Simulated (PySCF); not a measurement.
C2H8FNOSi, SMILES [Si@](O)(N)(C)CF.

Coordinates come from a r2SCAN-D4/def2-SVP optimisation. The structure was generated by enumeration; whether it is a known compound was not checked. The values are those of a single conformer.

All values below come from PySCF 2.14.0 with r2SCAN-D4/def2-SVP.

Frequencies are harmonic and unscaled.

```json
[
 {"mode": "1", "ν (cm⁻¹)": "77", "IR (km/mol)": "6.2", "moving atoms (share of kinetic energy)": "F 40 %, H 21 %, C 20 %, N 14 %"},
 {"mode": "2", "ν (cm⁻¹)": "126", "IR (km/mol)": "7.4", "moving atoms (share of kinetic energy)": "H 37 %, F 31 %, C 15 %, O 8 %"},
 {"mode": "3", "ν (cm⁻¹)": "139", "IR (km/mol)": "2.3", "moving atoms (share of kinetic energy)": "H 81 %"},
 {"mode": "4", "ν (cm⁻¹)": "171", "IR (km/mol)": "2.3", "moving atoms (share of kinetic energy)": "H 38 %, C 21 %, O 20 %, N 19 %"},
 {"mode": "5", "ν (cm⁻¹)": "219", "IR (km/mol)": "19.9", "moving atoms (share of kinetic energy)": "H 39 %, N 20 %, C 15 %, O 15 %, F 9 %"},
 {"mode": "6", "ν (cm⁻¹)": "225", "IR (km/mol)": "26.2", "moving atoms (share of kinetic energy)": "H 88 %"},
 {"mode": "7", "ν (cm⁻¹)": "244", "IR (km/mol)": "11.0", "moving atoms (share of kinetic energy)": "H 49 %, C 17 %, Si 16 %, O 9 %, N 8 %"},
 {"mode": "8", "ν (cm⁻¹)": "278", "IR (km/mol)": "10.1", "moving atoms (share of kinetic energy)": "H 28 %, O 20 %, C 18 %, Si 18 %, N 12 %"},
 {"mode": "9", "ν (cm⁻¹)": "349", "IR (km/mol)": "53.8", "moving atoms (share of kinetic energy)": "H 36 %, F 22 %, O 19 %, Si 12 %, C 8 %"},
 {"mode": "10", "ν (cm⁻¹)": "365", "IR (km/mol)": "41.5", "moving atoms (share of kinetic energy)": "H 58 %, Si 12 %, O 11 %"},
 {"mode": "11", "ν (cm⁻¹)": "417", "IR (km/mol)": "196.2", "moving atoms (share of kinetic energy)": "H 63 %, N 23 %"},
 {"mode": "12", "ν (cm⁻¹)": "635", "IR (km/mol)": "3.1", "moving atoms (share of kinetic energy)": "C 57 %, H 24 %, N 9 %"},
 {"mode": "13", "ν (cm⁻¹)": "678", "IR (km/mol)": "3.6", "moving atoms (share of kinetic energy)": "H 75 %, C 21 %"},
 {"mode": "14", "ν (cm⁻¹)": "703", "IR (km/mol)": "9.9", "moving atoms (share of kinetic energy)": "H 48 %, C 32 %, Si 12 %"},
 {"mode": "15", "ν (cm⁻¹)": "757", "IR (km/mol)": "82.2", "moving atoms (share of kinetic energy)": "H 67 %, C 17 %"},
 {"mode": "16", "ν (cm⁻¹)": "781", "IR (km/mol)": "4.1", "moving atoms (share of kinetic energy)": "H 49 %, C 21 %, N 18 %, O 8 %"},
 {"mode": "17", "ν (cm⁻¹)": "798", "IR (km/mol)": "93.3", "moving atoms (share of kinetic energy)": "H 55 %, O 26 %, C 9 %"},
 {"mode": "18", "ν (cm⁻¹)": "865", "IR (km/mol)": "141.8", "moving atoms (share of kinetic energy)": "H 52 %, Si 25 %, N 11 %, C 8 %"},
 {"mode": "19", "ν (cm⁻¹)": "903", "IR (km/mol)": "157.2", "moving atoms (share of kinetic energy)": "H 39 %, Si 36 %, N 12 %, C 8 %"},
 {"mode": "20", "ν (cm⁻¹)": "931", "IR (km/mol)": "136.3", "moving atoms (share of kinetic energy)": "Si 45 %, O 22 %, H 19 %, N 9 %"},
 {"mode": "21", "ν (cm⁻¹)": "1037", "IR (km/mol)": "89.0", "moving atoms (share of kinetic energy)": "C 51 %, F 40 %"},
 {"mode": "22", "ν (cm⁻¹)": "1223", "IR (km/mol)": "5.2", "moving atoms (share of kinetic energy)": "H 90 %"},
 {"mode": "23", "ν (cm⁻¹)": "1255", "IR (km/mol)": "52.5", "moving atoms (share of kinetic energy)": "H 76 %, C 23 %"},
 {"mode": "24", "ν (cm⁻¹)": "1297", "IR (km/mol)": "1.1", "moving atoms (share of kinetic energy)": "H 72 %, C 26 %"},
 {"mode": "25", "ν (cm⁻¹)": "1428", "IR (km/mol)": "4.3", "moving atoms (share of kinetic energy)": "H 96 %"},
 {"mode": "26", "ν (cm⁻¹)": "1432", "IR (km/mol)": "4.9", "moving atoms (share of kinetic energy)": "H 96 %"},
 {"mode": "27", "ν (cm⁻¹)": "1449", "IR (km/mol)": "6.2", "moving atoms (share of kinetic energy)": "H 94 %"},
 {"mode": "28", "ν (cm⁻¹)": "1545", "IR (km/mol)": "57.7", "moving atoms (share of kinetic energy)": "H 89 %, N 11 %"},
 {"mode": "29", "ν (cm⁻¹)": "3015", "IR (km/mol)": "26.9", "moving atoms (share of kinetic energy)": "H 95 %"},
 {"mode": "30", "ν (cm⁻¹)": "3034", "IR (km/mol)": "2.0", "moving atoms (share of kinetic energy)": "H 97 %"},
 {"mode": "31", "ν (cm⁻¹)": "3077", "IR (km/mol)": "26.9", "moving atoms (share of kinetic energy)": "H 90 %, C 10 %"},
 {"mode": "32", "ν (cm⁻¹)": "3139", "IR (km/mol)": "2.9", "moving atoms (share of kinetic energy)": "H 91 %, C 9 %"},
 {"mode": "33", "ν (cm⁻¹)": "3143", "IR (km/mol)": "4.9", "moving atoms (share of kinetic energy)": "H 91 %, C 9 %"},
 {"mode": "34", "ν (cm⁻¹)": "3575", "IR (km/mol)": "23.8", "moving atoms (share of kinetic energy)": "H 96 %"},
 {"mode": "35", "ν (cm⁻¹)": "3673", "IR (km/mol)": "26.5", "moving atoms (share of kinetic energy)": "H 91 %, N 9 %"},
 {"mode": "36", "ν (cm⁻¹)": "3874", "IR (km/mol)": "75.7", "moving atoms (share of kinetic energy)": "H 94 %"}
]
```
